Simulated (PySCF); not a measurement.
F2HOS, SMILES [OH+]=S(F)F, charge +1.

Coordinates come from a B3LYP-D3(BJ)/def2-SVP optimisation. The isomer is the one that the SMILES or the coordinates give; other isomers of the formula were not compared.

These are PySCF with PBE/def2-TZVPD values and carry that method's errors.

Symmetry labels are those of the subgroup Cs that the program uses (full group Cs).

### Question
List the valence orbital energies around the gap with their symmetry. (Estimate from the structure and the level; the computed values follow.)

### Answer

```json
[
 {"orbital": "HOMO−7", "symmetry": "A\"", "energy (eV)": "-21.99"},
 {"orbital": "HOMO−6", "symmetry": "A'", "energy (eV)": "-20.70"},
 {"orbital": "HOMO−5", "symmetry": "A'", "energy (eV)": "-19.44"},
 {"orbital": "HOMO−4", "symmetry": "A\"", "energy (eV)": "-18.74"},
 {"orbital": "HOMO−3", "symmetry": "A\"", "energy (eV)": "-18.02"},
 {"orbital": "HOMO−2", "symmetry": "A'", "energy (eV)": "-17.69"},
 {"orbital": "HOMO−1", "symmetry": "A\"", "energy (eV)": "-16.91"},
 {"orbital": "HOMO", "symmetry": "A'", "energy (eV)": "-16.74"},
 {"orbital": "LUMO", "symmetry": "A\"", "energy (eV)": "-9.68"},
 {"orbital": "LUMO+1", "symmetry": "A'", "energy (eV)": "-9.32"},
 {"orbital": "LUMO+2", "symmetry": "A'", "energy (eV)": "-7.35"},
 {"orbital": "LUMO+3", "symmetry": "A'", "energy (eV)": "-5.81"}
]
```
